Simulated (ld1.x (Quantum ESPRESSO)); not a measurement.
## An all-electron radial function and its pseudo partner (aluminium)

Columns: radius, all-electron u(r) and pseudo u(r) of the 3p shell (level -2.89 eV) of aluminium in the configuration [Ne] 3s1.75 3p1.25; PBE, non-relativistic, ultrasoft scheme, ld1.x (Quantum ESPRESSO) 7.5.

| r (bohr) | all-electron | pseudo |
| --- | --- | --- |
| 0.108 | 0.0823 | -0.0033 |
| 0.215 | 0.1752 | -0.0128 |
| 0.322 | 0.2155 | -0.0284 |
| 0.430 | 0.2077 | -0.0497 |
| 0.538 | 0.1674 | -0.0758 |
| 0.645 | 0.1092 | -0.1058 |
| 0.752 | 0.0423 | -0.1390 |
| 0.860 | -0.0280 | -0.1748 |
| 0.968 | -0.0970 | -0.2120 |
| 1.075 | -0.1620 | -0.2494 |
| 1.182 | -0.2224 | -0.2867 |
| 1.290 | -0.2779 | -0.3234 |
| 1.398 | -0.3278 | -0.3587 |
| 1.505 | -0.3718 | -0.3919 |
| 1.612 | -0.4108 | -0.4228 |
| 1.720 | -0.4452 | -0.4515 |
| 1.828 | -0.4747 | -0.4773 |
| 1.935 | -0.4991 | -0.4999 |
| 2.042 | -0.5191 | -0.5192 |
| 2.150 | -0.5350 | -0.5350 |
| 2.258 | -0.5470 | -0.5470 |
| 2.365 | -0.5554 | -0.5554 |
| 2.472 | -0.5605 | -0.5605 |
| 2.580 | -0.5629 | -0.5629 |
| 2.688 | -0.5625 | -0.5625 |
| 2.795 | -0.5600 | -0.5600 |

(1) How many radial nodes do the two functions have?

(2) At about which radius was the pseudo-wave matched?

(3) Is the pseudo-wave norm-conserving?

Answers

(1) The all-electron 3p function has n − l − 1 = 1; the pseudo-wave has 0, since the states of the same l below it are removed with the core.

(2) 2.15 bohr. The columns agree to 0.0005 from 2.04 bohr on; several derivatives are matched, so the curves merge somewhat inside the radius.

(3) No, it belongs to an ultrasoft set: the norm inside the radius is not constrained, and the difference is carried by the augmentation charge.
